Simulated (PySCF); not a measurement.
Vertical excitations of a molecule CH8ClFSi3 from TDA-PBE/def2-SVPD run with PySCF 2.14.0, as energy in eV (oscillator strength): 4.93 (0.011), 5.56 (0.007), 5.68 (0.003), 5.92 (0.081), 6.25 (0.013), 6.36 (0.005). Lowest triplet (TDA): 4.35 eV. The structure is a stationary point at B3LYP-D3(BJ)/def2-SVP. Other conformers were not sampled.

**Question.** Identify the compound among the candidates.
A) FC[Si@H](Cl)[SiH2][SiH3]
B) C[SiH2][Si@@H](F)[SiH2]Cl
C) FC[SiH2][Si@@H]([SiH3])Cl
D) C[Si@H](Cl)[Si@@H](F)[SiH3]

**Answer.** D, C[Si@H](Cl)[Si@@H](F)[SiH3]
